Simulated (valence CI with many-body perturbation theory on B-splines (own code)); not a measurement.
## I³²⁺ in brief

Calculated by relativistic CI+MBPT: three valence electrons over a frozen Dirac-Fock core [Ar], radial functions for each j: 7 s, 7 p, 8 d, 6 f, 4 g, 1 h, with the one-electron correlation potential Σ1, the two-electron term Σ2, the three-electron term Σ3, Breit, model QED; selected CI, second order for the rest, scaled by the run's own slope (own B-spline code, finite nucleus).

The last digits are not significant, and no measured levels were compared; by estimate large intervals hold to a few tenths of a per cent, small ones and those within an open d or f shell to about a per cent. Only levels of the ground parity were solved; by the run's estimate the other parity begins above the list, which can be wrong where configurations are misplaced.

Levels are named by their leading jj configuration (3d3/2^4 stands for four electrons in 3d with j = 3/2), which in mixed levels can hold well under half, so a name can repeat and another be missing.

Rates and lifetimes use the calculated energies. Strong lines usually hold to 10 to 20 %, long lifetimes can be off by a factor of two.

What is the ground level?

(3d3/2^3) J=3/2, composition 67 % 3d3 4F + 26 % 3d3 2D + 5 % 3d3 2P, g = 0.573.

How well does LS coupling describe the low levels?

Among the lowest 19 levels the leading LS term, summed over configurations, holds 69 % on average. For single configurations the figures are 69 % in LS and 84 % in jj coupling. Terms mix most in the J = 3/2 level at 15.235 eV, where the leading one holds 43 %.

What is the ionisation energy?

1999.9 eV; NIST lists 1999 ± 4 eV (theoretical).
